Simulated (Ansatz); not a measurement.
```yaml
crystal:
  periodic: [false, false, false]
  atoms:
    - {symbol: C, position_ang: [-1.180388, -0.465928, 0.789709]}
    - {symbol: Si, position_ang: [0.677339, 0.308023, 0.283295]}
    - {symbol: O, position_ang: [1.230299, 0.630696, 2.067266]}
    - {symbol: B, position_ang: [1.390328, 0.396586, -1.088926]}
    - {symbol: Al, position_ang: [-0.182491, -0.294438, -2.177277]}
    - {symbol: H, position_ang: [-1.386430, -1.119622, 1.326402]}
    - {symbol: H, position_ang: [-1.693046, 0.464862, 1.118213]}
    - {symbol: H, position_ang: [-1.911475, -0.735058, -0.194250]}
    - {symbol: H, position_ang: [1.921367, 0.955722, 2.065320]}
    - {symbol: H, position_ang: [2.557338, 0.654139, -1.531314]}
    - {symbol: H, position_ang: [-1.400317, -0.811014, -2.905737]}
basis:
  gaussian: {orbitals: cc-pVTZ, fitting: {mean_field: cc-pVTZ-jkfit}, point_charges: [{charge: 0.50, position_ang: [5.629, -0.986, 0.377]}]}
total_charge: 4
hamiltonian: {xc: {name: revPBE}, dispersion: d4}
accuracy: high
scf: {lower_state_search: full}
```

```sh
$ ansatz run in.yaml --threads 4 --pin off --events-out ev --progress --plain --max-ram 10444MiB
```

Shortened log:

```
Functional definition: revPBE
659 factors; integrals over basis functions are off by at most 7.2e-1 eV
mean field evaluation 1: about -18162.4460 eV, gradient 1.9e2 eV
mean field evaluation 2: about -18162.4467 eV, gradient 1.9e2 eV
mean field evaluation 4: about -18217.4292 eV, gradient 1.0e2 eV
mean field evaluation 8: about -18233.6166 eV, gradient 5.4e1 eV
mean field evaluation 16: about -18248.7943 eV, gradient 9.4e0 eV
mean field evaluation 32: about -18238.9566 eV, gradient 4.6e1 eV
mean field evaluation 64: about -18249.1684 eV, gradient 1.7e0 eV
mean field evaluation 128: about -18231.9667 eV, gradient 2.7e1 eV
mean field -18249.34212666 eV, -670.6509533063 hartree, gradient 2.7e-8 eV, S^2 0.000000; 8 other end points of the search recorded, 0 dependent functions left out
reference -18249.34213250 eV, -670.6509535210 hartree; 24, 24 occupied and 218, 218 virtual orbitals, 659 factors
Total energy: -18249.79060989 eV, -670.6674347611 hartree
```

(1) Something in this input is off. What?

## Answers

(1) The charge is far from anything that the molecule holds. Self-consistency was reached. The result belongs to that input, not to the molecule as meant.
